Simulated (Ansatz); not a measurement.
Dissociation curve of HF (cation, charge +1), doublet.

Computed with CCSDT(Q)/B on ROHF/aug-cc-pVDZ, frozen core (Ansatz, an electronic-structure program).

The batch members p0 to p7 hold the bond at 0.64, 0.68, 0.73, 0.77, 0.79, 0.84, 0.87, 0.89 Å.

Ansatz input:

Ansatz 0.2 input:
```yaml
# input.yaml
basis:
  gaussian: { orbitals: aug-cc-pvdz }
correlation:
  method: ccsdt_q
  electrons: outside_noble_gas
scf:
  omitted_lower_state_checks: [cluster_reference, increment]
batch:
  members: [p0.yaml, p1.yaml, p2.yaml, p3.yaml, p4.yaml, p5.yaml, p6.yaml, p7.yaml]

# p4.yaml, one of the 8 members of this batch
crystal:
  periodic: [false, false, false]
  atoms:
    - { symbol: F, position_ang: [0.0, 0.0, 0.0] }
    - { symbol: H, position_ang: [0.0, 0.0, 0.79] }
total_charge: 1
magnetization:
  spin_polarized: false
  initial_magnetization: 1
```

Lines of the output on each member:

```
Member 2: Total energy: -2709.63979340 eV, -99.5774257476 hartree
Member 2: Checks for a lower state left out: cluster_reference, increment
Member 7: Total energy: -2712.11798016 eV, -99.6684974313 hartree
Member 7: Checks for a lower state left out: cluster_reference, increment
Member 1: Total energy: -2707.85485942 eV, -99.5118306337 hartree
Member 1: Checks for a lower state left out: cluster_reference, increment
Member 5: Total energy: -2711.70148244 eV, -99.6531914225 hartree
Member 5: Checks for a lower state left out: cluster_reference, increment
Member 6: Total energy: -2711.97880574 eV, -99.6633828657 hartree
Member 6: Checks for a lower state left out: cluster_reference, increment
Member 4: Total energy: -2711.00699416 eV, -99.6276694489 hartree
Member 4: Checks for a lower state left out: cluster_reference, increment
Member 0: Total energy: -2705.82691112 eV, -99.4373049083 hartree
Member 0: Checks for a lower state left out: cluster_reference, increment
Member 3: Total energy: -2710.62673168 eV, -99.6136950606 hartree
Member 3: Checks for a lower state left out: cluster_reference, increment
```
